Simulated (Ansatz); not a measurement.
**Molecular dynamics, step by step**

SiAsH$_{7}$ (SMILES [SiH4].[AsH3]), singlet, PBE0-D4/def2-SVP (Ansatz 0.2.0). Settings (timestep in fs, temperature in K; T counts 21 degrees of freedom):

```yaml
hamiltonian: {xc: pbe0, dispersion: d4}
md: {n_steps: 30, timestep: 0.5, temperature: 100, ensemble: nve, seed: 225, initial_velocities: maxwell_boltzmann}
```

Start (the SMILES describes the start alone):

Si1  (0.040, 0.153, -1.988)
H2  (1.354, -0.325, -1.491)
H3  (-0.194, 1.547, -1.534)
H4  (-1.039, -0.730, -1.478)
H5  (0.037, 0.114, -3.474)
As6  (-0.010, 0.011, 1.894)
H7  (-1.275, -0.570, 2.505)
H8  (0.852, -1.105, 2.465)
H9  (0.235, 0.904, 3.100)
(Å)

| step | time (fs) | potential energy less the start (meV) | kinetic energy (meV) | T (K) |
| --- | --- | --- | --- | --- |
| 0 | 0.00 | 0.0 | 90.5 | 100 |
| 2 | 1.00 | 6.1 | 84.4 | 93 |
| 4 | 2.00 | 15.2 | 75.4 | 83 |
| 6 | 3.00 | 22.4 | 68.3 | 75 |
| 8 | 4.00 | 25.3 | 65.4 | 72 |
| 10 | 5.00 | 25.2 | 65.4 | 72 |
| 12 | 6.00 | 25.9 | 64.7 | 71 |
| 14 | 7.00 | 30.0 | 60.5 | 67 |
| 16 | 8.00 | 37.4 | 53.2 | 59 |
| 18 | 9.00 | 44.8 | 45.8 | 51 |
| 20 | 10.00 | 48.5 | 42.2 | 47 |
| 22 | 11.00 | 45.9 | 44.8 | 50 |
| 24 | 12.00 | 37.5 | 53.1 | 59 |
| 26 | 13.00 | 26.8 | 63.8 | 70 |
| 28 | 14.00 | 18.2 | 72.3 | 80 |
| 30 | 15.00 | 15.0 | 75.5 | 83 |

Step 14, positions (Å) and forces (eV/Å):

```tsv
atom	x	y	z	Fx	Fy	Fz
Si1	0.035	0.148	-1.977	0.409	0.068	0.336
H2	1.352	-0.384	-1.475	-0.114	0.107	-0.161
H3	-0.157	1.525	-1.414	-0.064	-0.129	-0.078
H4	-1.007	-0.785	-1.440	-0.080	0.119	-0.267
H5	0.082	0.249	-3.476	-0.150	-0.155	0.169
As6	-0.009	0.013	1.889	0.002	-0.015	-0.177
H7	-1.291	-0.591	2.453	0.076	0.013	0.059
H8	0.869	-1.117	2.420	-0.072	0.074	0.065
H9	0.221	0.909	3.099	-0.006	-0.083	0.055
```

Step 18, positions (Å) and forces (eV/Å):

```
atom       x       y       z      Fx      Fy      Fz
 Si1   0.036   0.147  -1.973   0.040   0.187   0.399
  H2   1.340  -0.392  -1.484   0.065   0.036  -0.096
  H3  -0.153   1.527  -1.379  -0.045  -0.347  -0.182
  H4  -1.016  -0.805  -1.441   0.108   0.309  -0.374
  H5   0.085   0.276  -3.475  -0.167  -0.172   0.248
 As6  -0.009   0.014   1.887  -0.044   0.216   0.009
  H7  -1.294  -0.598   2.444   0.111   0.031   0.054
  H8   0.868  -1.114   2.410  -0.014  -0.003   0.110
  H9   0.219   0.914   3.115  -0.052  -0.258  -0.169
```

Step 28, positions (Å) and forces (eV/Å):

| atom | x | y | z | Fx | Fy | Fz |
| --- | --- | --- | --- | --- | --- | --- |
| Si1 | 0.036 | 0.144 | -1.961 | 0.036 | 0.072 | 0.288 |
| H2 | 1.335 | -0.413 | -1.514 | 0.230 | -0.061 | 0.008 |
| H3 | -0.152 | 1.477 | -1.321 | -0.073 | 0.032 | -0.033 |
| H4 | -1.024 | -0.805 | -1.503 | -0.083 | 0.073 | -0.161 |
| H5 | 0.065 | 0.319 | -3.439 | -0.111 | -0.092 | -0.117 |
| As6 | -0.009 | 0.015 | 1.883 | -0.005 | 0.146 | -0.100 |
| H7 | -1.284 | -0.611 | 2.429 | -0.003 | -0.012 | 0.066 |
| H8 | 0.866 | -1.110 | 2.406 | 0.031 | -0.055 | 0.089 |
| H9 | 0.205 | 0.883 | 3.123 | -0.023 | -0.104 | -0.041 |

Last step (30):

```
9
angstrom
Si 0.0365 0.1441 -1.9583
H 1.3412 -0.4192 -1.5205
H -0.1530 1.4630 -1.3126
H -1.0247 -0.7988 -1.5229
H 0.0573 0.3234 -3.4312
As -0.0089 0.0159 1.8817
H -1.2805 -0.6129 2.4282
H 0.8665 -1.1111 2.4087
H 0.2008 0.8705 3.1207
```

The run took about 27 s on 4 CPU threads of an Arm Neoverse V1 (shared host).
